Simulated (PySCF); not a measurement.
# The second ionisation energy along group 12

All values are computed (PySCF 2.14, energy differences of UHF-based or UKS calculations, no spin-orbit coupling). Values in eV. The last column holds reference values (NIST; (s) semi-empirical, (t) theoretical, else measured). Unmarked ones compare directly (S terms, centres of terms, or small fine structure); those marked * lie between the lowest fine-structure levels and include a spin-orbit shift.

```json
{"element": "Zn (aug-cc-pVDZ-PP with ECP10MDF, ECP)", "configurations": "[Ar] 3d10 4s1 → [Ar] 3d10", "UHF": "16.801", "SCS-MP2 (valence)": "17.534", "CCSD (valence)": "17.578", "LDA": "18.897", "PBE": "18.555", "r2SCAN": "18.440", "reference": "17.964"}
{"element": "Cd (aug-cc-pVDZ-PP with ECP28MDF, ECP)", "configurations": "[Kr] 4d10 5s1 → [Kr] 4d10", "UHF": "15.499", "SCS-MP2 (valence)": "16.428", "CCSD (valence)": "16.462", "LDA": "17.673", "PBE": "17.304", "r2SCAN": "17.103", "reference": "16.908"}
{"element": "Hg (aug-cc-pVDZ-PP with ECP60MDF, ECP)", "configurations": "[Xe] 4f14 5d10 6s1 → [Xe] 4f14 5d10", "UHF": "17.071", "SCS-MP2 (valence)": "18.306", "CCSD (valence)": "18.287", "LDA": "19.418", "PBE": "19.023", "r2SCAN": "18.895", "reference": "18.757"}
```

Q: Which of these methods has the smallest mean absolute error against the measured values here?

A: r2SCAN, with 0.269 eV.

```
           method  elements  mean error (eV)  mean absolute error (eV)  largest error (eV)
              UHF         3           -1.419                     1.419              -1.686
SCS-MP2 (valence)         3           -0.454                     0.454              -0.481
   CCSD (valence)         3           -0.434                     0.434              -0.470
              LDA         3            0.786                     0.786               0.932
              PBE         3            0.418                     0.418               0.590
           r2SCAN         3            0.269                     0.269               0.475
```

Errors include the incompleteness of the basis and the frozen core.

"Valence" correlates the outer s and p shells and, in groups 3 to 12 and the f block, the outer d or f shell, open or full, or the next shell where the ion has no valence electron left; the wider scheme adds the next inner shell.
